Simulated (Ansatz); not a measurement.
```yaml
crystal:
  periodic: [false, false, false]
  atoms:
    - {symbol: C, position_ang: [-0.108232, -1.194604, 0.231960]}
    - {symbol: C, position_ang: [-0.663324, -0.801635, 0.744172]}
    - {symbol: C, position_ang: [-0.945337, 0.074646, 0.804812]}
    - {symbol: C, position_ang: [-1.863976, 0.343377, 0.743868]}
    - {symbol: C, position_ang: [-1.760619, 1.156295, 0.937511]}
    - {symbol: C, position_ang: [-1.136355, 1.705774, 0.824024]}
    - {symbol: C, position_ang: [-0.407552, 1.434665, 0.788490]}
    - {symbol: C, position_ang: [-0.187392, 0.727117, 0.723062]}
    - {symbol: C, position_ang: [0.501500, -1.025794, -0.334601]}
    - {symbol: C, position_ang: [0.375843, -0.267448, -0.878115]}
    - {symbol: C, position_ang: [0.894049, 0.003509, -1.415168]}
    - {symbol: C, position_ang: [1.656954, -0.386498, -1.422930]}
    - {symbol: C, position_ang: [1.839768, -0.947327, -0.894612]}
    - {symbol: C, position_ang: [1.475636, -1.222207, -0.360913]}
    - {symbol: H, position_ang: [-0.063365, -1.840008, 0.377397]}
    - {symbol: H, position_ang: [-1.075744, -1.362034, 1.151457]}
    - {symbol: H, position_ang: [-2.087643, -0.085305, 0.854605]}
    - {symbol: H, position_ang: [-2.377111, 1.587695, 0.838197]}
    - {symbol: H, position_ang: [-1.261481, 2.732257, 1.020598]}
    - {symbol: H, position_ang: [0.142629, 2.169236, 0.816381]}
    - {symbol: H, position_ang: [0.499568, 0.416358, 0.818454]}
    - {symbol: H, position_ang: [-0.273189, -0.007090, -0.879901]}
    - {symbol: H, position_ang: [0.866044, 0.556637, -2.140235]}
    - {symbol: H, position_ang: [2.454684, -0.117468, -2.151408]}
    - {symbol: H, position_ang: [2.431269, -1.217898, -1.050534]}
    - {symbol: H, position_ang: [1.643380, -1.992067, 0.056811]}
basis:
  gaussian: {orbitals: STO-3G, fitting: {mean_field: cc-pVTZ-jkfit}}
hamiltonian: {xc: {name: wB97X}}
```

```sh
$ ansatz run in.yaml --threads 4 --pin off --events-out ev --progress --plain --max-ram 46080MiB --backend cpu
```

Shortened log:

```
Functional definition: wB97X
  name "wB97X"
  cite "Chai & Head-Gordon, J. Chem. Phys. 128, 084106 (2008) doi:10.1063/1.2834918"
  cite "Becke, J. Chem. Phys. 107, 8554 (1997) doi:10.1063/1.475007"
  parameter omega = 0.3/bohr
  parameter cx = 0.157706
  parameter cx1 = 0.726479
  parameter cx2 = 1.04760
  parameter cx3 = -5.70635
  parameter cx4 = 13.2794
  parameter css1 = -4.33879
  parameter css2 = 18.2308
  parameter css3 = -31.7430
  parameter css4 = 17.2901
  parameter cos1 = 2.37031
  parameter cos2 = -11.3995
  parameter cos3 = 6.58405
  parameter cos4 = -3.78132
  # The coefficients of nought are those of the uniform gas.
  exchange = spin_sum(e_x_unif_sr(omega)*poly(b97_u_x, 1 - cx, cx1, cx2, cx3, cx4)) + cx*exact_x_sr(omega)
      + exact_x_lr(omega)
  correlation = spin_sum(e_c_pw_same_spin*poly(b97_u_same, 1, css1, css2, css3, css4))
      + integral(e_c_pw_opposite_spin*poly(b97_u_opposite, 1, cos1, cos2, cos3, cos4))
1466 factors; integrals over basis functions are off by at most 7.0e-4 eV
1466 factors; integrals over basis functions are off by at most 3.0e-7 eV
mean field evaluation 1: about -14009.9147 eV, gradient 2.2e1 eV
mean field evaluation 2: about -14010.9183 eV, gradient 8.2e0 eV
mean field evaluation 4: about -14011.0613 eV, gradient 3.3e-1 eV
mean field evaluation 8: about -14011.0657 eV, gradient 3.7e-2 eV
mean field -14011.06567286 eV, -514.8971664362 hartree, gradient 4.8e-5 eV, S^2 0.000000; 0 other end points of the search recorded, 0 dependent functions left out
reference -14011.06565077 eV, -514.8971656244 hartree; 48, 48 occupied and 34, 34 virtual orbitals, 1466 factors
Total energy: -14011.06565077 eV, -514.8971656244 hartree
```

In this input the geometry is squeezed to about two thirds of its size. The run converged. The result belongs to that input, not to the molecule as meant.
